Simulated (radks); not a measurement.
The table gives one normalised radial function P(r) = r R(r) of Ag25+ in [Ar] 3d4 (r in bohr). Calculated with a radial shooting solver on a logarithmic mesh with Libxc functionals: scalar-relativistic Kohn-Sham, PBE, spin-polarised, spherical densities, finite nucleus; open shells are filled with parallel spins first (spin-orbit coupling, left out, can overturn this in heavy ions); Fermi nuclear charge, rms radius 4.5454 fm.

| r | P |
|---|---|
| 0.00134 | 0.0034 |
| 0.001487 | 0.0041 |
| 0.001663 | 0.0050 |
| 0.00186 | 0.0061 |
| 0.002081 | 0.0074 |
| 0.002327 | 0.0091 |
| 0.002582 | 0.0109 |
| 0.002888 | 0.0134 |
| 0.00323 | 0.0163 |
| 0.003613 | 0.0199 |
| 0.004042 | 0.0243 |
| 0.004485 | 0.0292 |
| 0.005016 | 0.0355 |
| 0.00561 | 0.0433 |
| 0.006275 | 0.0526 |
| 0.006963 | 0.0630 |
| 0.007788 | 0.0765 |
| 0.008711 | 0.0926 |
| 0.009744 | 0.1119 |
| 0.0109 | 0.1349 |
| 0.01209 | 0.1600 |
| 0.01353 | 0.1918 |
| 0.01513 | 0.2289 |
| 0.01692 | 0.2722 |
| 0.01893 | 0.3220 |
| 0.021 | 0.3745 |
| 0.02349 | 0.4380 |
| 0.02628 | 0.5087 |
| 0.02939 | 0.5859 |
| 0.03287 | 0.6686 |
| 0.03648 | 0.7486 |
| 0.0408 | 0.8356 |
| 0.04563 | 0.9196 |
| 0.05104 | 0.9953 |
| 0.05709 | 1.0564 |
| 0.06335 | 1.0933 |
| 0.07085 | 1.1034 |
| 0.07925 | 1.0740 |
| 0.08864 | 0.9962 |
| 0.09915 | 0.8627 |
| 0.11 | 0.6847 |
| 0.1231 | 0.4344 |
| 0.1376 | 0.1281 |
| 0.154 | -0.2224 |
| 0.1722 | -0.5983 |
| 0.1911 | -0.9482 |
| 0.2137 | -1.2982 |
| 0.239 | -1.5905 |
| 0.2674 | -1.7968 |
| 0.2967 | -1.8927 |
| 0.3318 | -1.8843 |
| 0.3712 | -1.7651 |
| 0.4151 | -1.5550 |
| 0.4643 | -1.2852 |
| 0.5152 | -1.0136 |
| 0.5763 | -0.7322 |
| 0.6446 | -0.4889 |
| 0.721 | -0.2993 |
| 0.8064 | -0.1664 |
| 0.8948 | -0.0876 |
| 1.001 | -0.0392 |
| 1.119 | -0.0154 |

Which n and l does it have? It may be an empty orbital.

Answer. n = 3, l = 1: the number of nodes gives n - l - 1 = 1, the rise at small r (about r^(l+1), flatter next to the nucleus through relativity) gives l, and the extent must fit the shell. The curve is that of 3p down; the table hardly tells the two spins apart. 3p down: eigenvalue -1436.6 eV, 1 radial node at r = 0.144 bohr, <r> = 0.340 bohr, 90 % of the charge inside 0.506 bohr.
